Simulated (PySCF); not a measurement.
ClH₆NOSi₂, SMILES O[Si@H](Cl)N[SiH3]. Atoms are numbered in the order given.

```xyz
11

O     -1.7746    -0.8970     1.3007
Si    -0.3055    -0.1987     1.0100
Cl    -0.5184     1.6870     0.1567
N      0.6545    -1.0561    -0.1344
Si     1.3638    -0.5022    -1.6426
H     -2.3219    -1.0953     0.5303
H      0.2954    -0.0599     2.3520
H      0.8852    -2.0171     0.1160
H      2.1354    -1.6641    -2.1759
H      2.2894     0.6513    -1.4498
H      0.3292    -0.1125    -2.6452
```

Geometry optimised at r2SCAN-D4/def2-SVP. The structure was generated by enumeration; whether it is a known compound was not checked. The values are those of a single conformer.

Two levels are set side by side: PBE/pcSseg-1 (PySCF) and KT2/pcSseg-1 (PySCF). GIAO shifts against H2O (¹⁷O), HCl (³⁵Cl), NH3 (¹⁵N), TMS (²⁹Si), TMS (¹H) at the same level; non-relativistic, no solvent, atoms listed together averaged. Without spin–orbit terms, shifts of atoms bonded to Cl or Br come out too high at both levels. Differences are taken from unrounded values.

| quantity | KT2 | PBE | PBE minus KT2 |
|---|---|---|---|
| δ(¹⁷O) of O1 (ppm) | 96.4 | 98.9 | 2.4 |
| δ(²⁹Si) of Si2 (ppm) | -18.7 | -20.5 | -1.9 |
| δ(³⁵Cl) of Cl3 (ppm) | 78.7 | 78.5 | -0.3 |
| δ(¹⁵N) of N4 (ppm) | 36.4 | 39.3 | 2.9 |
| δ(²⁹Si) of Si5 (ppm) | -55.6 | -58.5 | -2.8 |
| δ(¹H) of H6 (ppm) | 2.59 | 2.56 | -0.03 |
| δ(¹H) of H7 (ppm) | 5.54 | 5.58 | 0.03 |
| δ(¹H) of H8 (ppm) | 0.80 | 0.78 | -0.02 |

Rough cost on one machine, each run with all the roots and properties that it gave: KT2 against PBE within a factor of 2.
